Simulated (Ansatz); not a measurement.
`C1[O][AlH][S]1`, 7 atoms. Total charge 0; spin multiplicity 1. All runs use 2 threads of an Arm Neoverse V2 on a shared host. Correlated methods freeze the cores. Open-shell runs search over several starts.

(1) Give the basis size and wall time and peak host memory of each of these runs in Ansatz. RKS B97M-V/def2-TZVPP energy; UKS B3LYP-D4/def2-TZVPP energy of the cation; RKS PBE0-D4/def2-TZVP frequencies; RKS PBE0-D4/def2-QZVPP energy; UKS r2SCAN-D4/def2-TZVPP energy of the cation; UKS ωB97X-V/def2-TZVPP energy of the cation; RKS BLYP-D4/def2-TZVPP energy; direct RPA on PBE orbitals/def2-TZVPP energy; RKS B2PLYP (frozen core)/def2-TZVPP energy; UKS PBE0-D4/def2-TZVPP energy of the cation; UHF-CCSD(T)/def2-TZVPP energy of the cation; RKS ωB97M-V/def2-SVP energy. (Estimate.)

Answers

(1) Computed: Other jobs shared the machine, so times are rough.

```json
{"level": "RKS BLYP-D4/def2-TZVPP", "job": "energy", "functions": "188", "wall time": "1.6 s", "peak host memory (GiB)": "0.21"}
{"level": "direct RPA on PBE orbitals/def2-TZVPP", "job": "energy", "functions": "188", "wall time": "3.7 s", "peak host memory (GiB)": "0.4"}
{"level": "RKS B2PLYP (frozen core)/def2-TZVPP", "job": "energy", "functions": "188", "wall time": "4.1 s", "peak host memory (GiB)": "0.4"}
{"level": "RKS ωB97M-V/def2-SVP", "job": "energy", "functions": "79", "wall time": "4.6 s", "peak host memory (GiB)": "0.36"}
{"level": "RKS PBE0-D4/def2-QZVPP", "job": "energy", "functions": "344", "wall time": "6 s", "peak host memory (GiB)": "0.93"}
{"level": "UKS B3LYP-D4/def2-TZVPP", "job": "energy of the cation", "functions": "188", "wall time": "8.5 s", "peak host memory (GiB)": "0.52"}
{"level": "RKS B97M-V/def2-TZVPP", "job": "energy", "functions": "188", "wall time": "8.5 s", "peak host memory (GiB)": "0.28"}
{"level": "UKS PBE0-D4/def2-TZVPP", "job": "energy of the cation", "functions": "188", "wall time": "9 s", "peak host memory (GiB)": "0.52"}
{"level": "UKS r2SCAN-D4/def2-TZVPP", "job": "energy of the cation", "functions": "188", "wall time": "16 s", "peak host memory (GiB)": "0.36"}
{"level": "UKS ωB97X-V/def2-TZVPP", "job": "energy of the cation", "functions": "188", "wall time": "17 s", "peak host memory (GiB)": "0.68"}
{"level": "RKS PBE0-D4/def2-TZVP", "job": "frequencies", "functions": "154", "wall time": "78 s", "peak host memory (GiB)": "0.36"}
{"level": "UHF-CCSD(T)/def2-TZVPP", "job": "energy of the cation", "functions": "188", "wall time": "9.5 min", "peak host memory (GiB)": "2.1"}
```

B3LYP here is the variant with VWN-RPA as its local correlation; programs differ in this.
